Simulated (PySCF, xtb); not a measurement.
Sn(H)2(NH2)(NMe2) (C2H10N2Sn), SMILES [SnH2]([NH2])[N](C)C.

GFN2-xTB (xtb) at its own geometry gives an orbital gap of 3.65 eV and a dipole moment of 2.05 D.

Geometry optimised at r2SCAN-D4/def2-SVP. The def2 effective core potentials stand for the cores of Sn; spin–orbit coupling is left out. The values are those of a single conformer.

Q: What does PySCF with HF/def2-TZVP give? (The exact figures need the calculation; the answer reports its results.)

A: gap 11.44 eV (levels -9.11 and 2.33 eV), dipole 1.36 D.
